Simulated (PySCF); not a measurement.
Task: Write Cartesian coordinates for `C=C=C(C)C(N)=O` as optimised with PBE0-D3(BJ)/def2-SVP.

Result: 
```xyz
14
C5H7NO angstrom
C      2.1026   -0.0759   -0.5849
C      0.8657   -0.3164   -0.2322
C     -0.3824   -0.5294    0.1241
C     -1.0046   -1.8919    0.2034
C     -1.2938    0.6139    0.4988
N     -0.7603    1.8575    0.4290
O     -2.4395    0.3982    0.8418
H      2.3725    0.0945   -1.6334
H      2.9115   -0.0544    0.1546
H     -0.3025   -2.6729   -0.1144
H     -1.3346   -2.0933    1.2337
H     -1.9068   -1.9283   -0.4250
H      0.1976    2.0087    0.1468
H     -1.3438    2.6417    0.6834
```

Any rigid rotation of these coordinates is as good. Atoms count from 1 in this order. Of the pairs four or more bonds apart, C2···H13 is among the closest relative to their van der Waals radii: 2.45 Å, 84 % of the sum of Bondi's values. The 4 C–C bonds span 1.308 Å (C1=C2, drawn double) to 1.509 Å (C3–C5, drawn single), a spread of 0.201 Å. The 7 heavy atoms lie in one plane (0.006 Å rms). N6 (amide nitrogen) is planar (angles 121.7°, 120.1° and 118.2°, sum 360.0°, 0.01 Å off the plane of its three neighbours).

Bonds between heavy atoms (Å): C1=C2 1.308, C2=C3 1.315, C3–C4 1.500, C3–C5 1.509, C5–N6 1.355, C5=O7 1.215.

Method: PBE0-D3(BJ)/def2-SVP geometry optimisation, gas phase (PySCF).

No PBE0-D3(BJ)/def2-SVP frequencies stand behind this structure, so it isn't proved a minimum. The numbers are those of one conformer (C2–C3–C5–N6 1°, C3–C5–N6–H 0° and -179°).

On an Intel Xeon Platinum 8259CL at 2.50 GHz with one thread, shared host with 96 logical CPUs at a one-minute load of 58, this took 64 s and 0.52 GiB of memory at its peak. That covers the optimisation of the geometry.
